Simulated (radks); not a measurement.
The numbers below are computed, except where a source is named.
Neutral krypton inside a hard spherical wall (all orbitals vanish at R), configuration held at [Kr] and not refilled when levels cross. Code: a radial shooting solver on a logarithmic mesh with Libxc functionals. Model: scalar-relativistic Kohn-Sham, PBE, spin-polarised, spherical densities, finite nucleus; Fermi nuclear charge, rms radius 4.1884 fm. Eigenvalues in eV for spin up, with the zero of energy where the potential of the charges vanishes at infinity; a dash marks a level that is unbound or too diffuse for the functional's potential to be trusted. A positive occupied level is held by the wall or, in an anion where self-interaction has pushed it up, behind a barrier. The pressure on the wall is -dE/dV.

R (bohr)  E (hartree)  kinetic (hartree)    e(3p)    e(3d)    e(4s)   e(4p)  e(5s, empty)  e(5p, empty)  pressure (GPa)
free      -2790.24145           2854.019  -195.19  -81.402  -23.049  -9.247             -             -               0
15        -2790.24145           2854.019  -195.19  -81.402  -23.049  -9.247             -             -        < 0.0001
10        -2790.24144           2854.019  -195.19  -81.401  -23.048  -9.247        -0.039         1.739        0.000378
4         -2790.03302           2855.259  -190.83  -77.066  -19.808  -5.739        19.044        28.150            53.4
3         -2788.95588           2860.064  -180.22  -66.572  -11.531   4.022        54.778        69.144             636
2         -2780.25617           2889.428  -144.40  -31.244   29.994  52.473        206.28        228.90           13200
1.5       -2755.80875           2961.605  -93.399   21.009   126.02  157.44        486.11        509.59           98100
